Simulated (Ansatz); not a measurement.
A structure relaxed at PBE0-D4/def2-TZVP, charge 0, multiplicity 1:

Cartesian coordinates in Å:
```
F 0.977 1.427 -0.879
C 0.922 0.240 -0.253
F 1.729 0.324 0.817
F 1.465 -0.666 -1.083
Ge -0.956 -0.249 0.262
H -1.778 -0.311 -1.027
H -0.894 -1.610 0.959
H -1.466 0.845 1.204
```

Question: Give its formula and SMILES.

Answer: CH3F3Ge, `F[C](F)(F)[GeH3]`.

Question: Point group (tolerance 0.08 Å, 0.16 Å for H)?

Answer: C3v.

Question: Summarise the bond lengths by kind.

Answer: 3 × C–F 1.343 Å; 1 × C–Ge 2.008 Å; 3 × Ge–H 1.530 Å.

Computed with Ansatz.
